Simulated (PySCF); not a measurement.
C2H4BrCl3Si, SMILES C([Si](Cl)(Cl)Cl)CBr, singlet, GFN2-xTB optimised geometry. Atoms within 1.6 Å of the plane z = 0.0 Å (x, y, z in Å): Si2 (1.50, -0.14, 0.00), Cl3 (2.09, -1.85, 0.91), Cl4 (2.15, 1.44, 1.08), C5 (-0.42, -0.14, 0.00), C6 (-1.07, 1.23, 0.00), H8 (-0.79, -0.70, -0.86), H9 (-0.78, -0.67, 0.89), H10 (-0.70, 1.85, 0.82), H11 (-2.15, 1.16, 0.05).

Method: CAM-B3LYP/def2-TZVP (PySCF 2.14.0). Cells within 0.4 Å of a nucleus heavier than hydrogen are left out (blank, or x).

Map of the electrostatic potential (hartree/e), clipped to [-0.08, 0.12] on the plane z = 0.0 Å:

```
|000000000000000000000000000|
|110000000000000000000000000|
|111100000000000000000000000|
|111111100010000000000000000|
|111111111122110000000000000|
|111111122344321000000000000|
|111222235798642111122100000|
|112234579999963223565310000|
|122347999999995457999620000|
|122369999xx9997799999831000|
|122369999xx9999999999941000|
|122359999999999999999952100|
|122345789999999999999973110|
|12223345799xx9999xx99984210|
|12222334699xx9999xx99984210|
|112222334999999999999963110|
|112222233599999999999952100|
|111222223356667999999941000|
|111122222233334699999941000|
|111112222222222359999930000|
|111111122222221236999520000|
|111111111111111112454210000|
|111111111111111001111100000|
|111111111111111000000000000|
|111111111111111000000000000|
|111111111111111000000000000|
|111111111111111000000000000|
```
Scale: ten equal steps from -0.012 (start of '0') to 0.120 (end of '9'), in the order '0123456789'; x runs from -4.50 to 4.50, y from -4.50 (bottom) to 4.50 (top).
